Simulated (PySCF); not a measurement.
Bond stretch in MgH, doublet.

Methods: CASSCF(3,3)/6-31G (PySCF); NEVPT2 = SC-NEVPT2 on CASSCF(3,3)/6-31G, all electrons correlated in PySCF; UCCSD(T) = PySCF with CCSD(T) on UHF/6-31G, 1 core orbital frozen.

Energies relative to the lowest point of each curve near equilibrium, in eV:

```csv
R / Å,"CASSCF(3,3)",NEVPT2
1.40,0.857,0.873
1.48,0.482,0.495
1.59,0.171,0.179
1.69,0.036,0.040
1.74,0.007,0.010
2.00,0.120,0.111
2.17,0.319,0.299
2.33,0.532,0.497
2.63,0.888,0.811
2.86,1.059,0.951
3.11,1.138,1.016
3.88,1.142,1.032
```

Problem. Estimate the UCCSD(T) values at these points.

Solution. 1.40: 0.889; 1.48: 0.508; 1.59: 0.189; 1.69: 0.046; 1.74: 0.013; 2.00: 0.096; 2.17: 0.262; 2.33: 0.431; 2.63: 0.678; 2.86: 0.776; 3.11: 0.817; 3.88: 0.822 (eV).

The unrestricted determinant behind UCCSD(T) is spin-contaminated at 2.33 to 3.11 Å (<S²> up to 0.9, against 0.75 for a pure doublet).
